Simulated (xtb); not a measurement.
C$_{2}$H$_{5}$O$_{2}$, doublet, geometry from GFN2-xTB; GFN2-xTB with GBSA(acetonitrile) in xtb.

xtb was given this input:
```
$ xtb mol.xyz --gfn 2 --uhf 1 --gbsa acetonitrile --json

# file mol.xyz
9

O      1.45927738     0.02778941    -0.23541557
C      0.46019833    -0.76855530     0.28492176
C     -0.92705042    -0.32816036    -0.01705619
O     -1.09126029     1.06468619     0.06151465
H      2.31800873    -0.36208939    -0.05234673
H      0.67141655    -1.81197916     0.45025745
H     -1.22840847    -0.67006263    -1.03296522
H     -1.62308817    -0.78008687     0.69653920
H     -0.28095298     1.46470716    -0.27747091
```

What the program printed (banner, timings and long lists left out):

```
   ID    Z sym.   atoms
    1    8 O      1, 4
    2    6 C      2, 3
    3    1 H      5-9

           -------------------------------------------------
          |                Calculation Setup                |
           -------------------------------------------------

           -------------------------------------------------
          |                 G F N 2 - x T B                 |
           -------------------------------------------------

      * Solvation model:               GBSA
        Solvent                        acetonitrile
        Parameter file                 internal GFN2-xTB/GBSA
        Dielectric constant                3.7500E+01
        Reference state                gsolv [1 M gas/solution]
        Free energy shift                  2.0473E-03 Eh       1.2847E+00 kcal/mol
        Temperature                        2.9815E+02 K
        Density                            7.8600E-01 kg/L
        Solvent mass                       4.1050E+01 g/mol
        Interaction kernel             Still
        Born radius scaling (c1)           1.5800E+00
        Born radii integrator          GBOBC
        Born offset                        1.3788E-02 a0       2.6056E-02 AA
        H-bond correction              true
        Ion screening                  false
        Surface tension                    1.0000E-05 Eh       1.5569E+01 dyn/cm
        Grid points                               230 per atom

          ...................................................
          :                      SETUP                      :
          :.................................................:
          :  # basis functions                  21          :
          :  # atomic orbitals                  21          :
          :  # shells                           13          :
          :  # electrons                        25          :
          :  max. iterations                   250          :
          :  Hamiltonian                  GFN2-xTB          :
          :  restarted?                      false          :
          :  GBSA solvation                   true          :
          :  PC potential                    false          :
          :  electronic temp.          300.0000000     K    :
          :  accuracy                    1.0000000          :
          :  -> integral cutoff          0.2500000E+02      :
          :  -> integral neglect         0.1000000E-07      :
[...]
         :: total energy             -14.876107012507 Eh    ::
[...]
     2   6 C        2.756     0.010    27.776     8.630
     3   6 C        3.674     0.083    19.424     6.316
     4   8 O        1.656    -0.469    22.228     6.364
     5   1 H        0.805     0.348     0.594     1.210
     6   1 H        0.926     0.019     2.756     2.596
     7   1 H        0.921     0.033     2.549     2.497
     8   1 H        0.924     0.048     2.341     2.393
     9   1 H        0.805     0.332     0.633     1.249

 Mol. C6AA /au·bohr⁶  :        636.495723
 Mol. C8AA /au·bohr⁸  :      13333.330304
 Mol. α(0) /au        :         37.428430

Wiberg/Mayer (AO) data.
largest (>0.10) Wiberg bond orders for each atom

 ---------------------------------------------------------------------------
     #   Z sym  total        # sym  WBO       # sym  WBO       # sym  WBO
 ---------------------------------------------------------------------------
     1   8 O    2.130 --     2 C    1.209     5 H    0.865
     2   6 C    3.308 --     1 O    1.209     3 C    1.048     6 H    0.972
     3   6 C    3.964 --     2 C    1.048     4 O    1.004     8 H    0.963
                             7 H    0.926
     4   8 O    1.941 --     3 C    1.004     9 H    0.872
     5   1 H    0.879 --     1 O    0.865
     6   1 H    1.000 --     2 C    0.972
     7   1 H    0.996 --     3 C    0.926
     8   1 H    0.998 --     3 C    0.963
     9   1 H    0.890 --     4 O    0.872
 ---------------------------------------------------------------------------

Topologies differ in total number of bonds
Writing topology from bond orders to xtbtopo.mol

molecular dipole:
                 x           y           z       tot (Debye)
 q only:        0.864      -0.525      -0.065
   full:        1.129      -0.793      -0.180       3.536
molecular quadrupole (traceless):
                xx          xy          yy          xz          yz          zz
 q only:        1.894       1.003      -0.196       0.797      -0.947      -1.697
  q+dip:        2.341       0.796      -0.783       1.371      -1.042      -1.558
   full:        2.379       0.983      -0.434       1.185      -1.054      -1.946

           -------------------------------------------------
          | TOTAL ENERGY              -14.876107012507 Eh   |
          | GRADIENT NORM               0.006554070057 Eh/α |
          | HOMO-LUMO GAP               8.997571796882 eV   |
           -------------------------------------------------

normal termination of xtb
```
